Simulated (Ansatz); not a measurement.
System: disilylmethane, CH8Si2 (charge 0, singlet). SMILES: [SiH3]C[SiH3]
Geometry: optimised at B3LYP-D3(BJ)/def2-TZVP (Ansatz, a quantum-chemistry and plane-wave program).

Quantity: vertical triplet-singlet gap (E(triplet) - E(singlet); each state is the SCF solution reached for its spin; for the triplet T1 is 0.055), in kcal/mol. Correlated levels leave the core frozen unless marked. UHF or UKS for open shells. No spin-orbit coupling. No relativistic terms. 

| level | program | vertical triplet-singlet gap (kcal/mol) |
|---|---|---|
| HF/aug-cc-pV(D+d)Z | Ansatz | 171.1 |
| SVWN5/def2-TZVPD | Ansatz | 154.8 |
| PBE/def2-TZVPD | Ansatz | 156.7 |
| r2SCAN/def2-TZVPD | Ansatz | 163.2 |
| B3LYP/def2-TZVPD | Ansatz | 165.9 |
| PBE0/def2-TZVPD | Ansatz | 167.0 |
| BHLYP/def2-TZVPD | Ansatz | 174.8 |
| CAM-B3LYP/def2-TZVPD | Ansatz | 174.0 |
| wB97M-V/def2-TZVPD | Ansatz | 178.3 |
| wB97X-V/def2-TZVPD | Ansatz | 181.3 |
| B2PLYP/def2-TZVPD | Ansatz | 172.0 |
| MP2/aug-cc-pV(D+d)Z | Ansatz | 180.6 |
| SCS-MP2/aug-cc-pV(D+d)Z | Ansatz | 182.2 |
| CCSD(T)/aug-cc-pV(D+d)Z | Ansatz | 172.3 |
